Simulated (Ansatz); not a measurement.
CH$_{5}$AlOSi, SMILES `C1[O][AlH][SiH2]1`. Charge 0, multiplicity 1.

| atom | x (Å) | y (Å) | z (Å) |
| --- | --- | --- | --- |
| C1 | -1.0420 | -0.0726 | -0.2785 |
| O2 | -0.4026 | 0.8619 | -1.1681 |
| Al3 | 1.2469 | 0.9330 | -0.6742 |
| Si4 | 0.3688 | -0.6553 | 0.9097 |
| H5 | -1.4723 | -0.8967 | -0.8571 |
| H6 | -1.8609 | 0.4245 | 0.2518 |
| H7 | 2.3566 | 1.8312 | -1.3557 |
| H8 | 0.6675 | -2.1134 | 0.8304 |
| H9 | 0.1381 | -0.3127 | 2.3418 |

(1) Give the diagnostics of a CCSD(T)/def2-TZVPP run (frozen core, Ansatz 0.2.0). (Estimate.)

## Answers

(1) The calculation gave: T1 = 0.0157, largest single amplitude 0.041, largest double 0.036, (T) share of the correlation energy 3.9 %, 10 CCSD cycles. The RHF solution is stable towards an unrestricted one. T1 lies under the customary mark of 0.02 for closed shells.
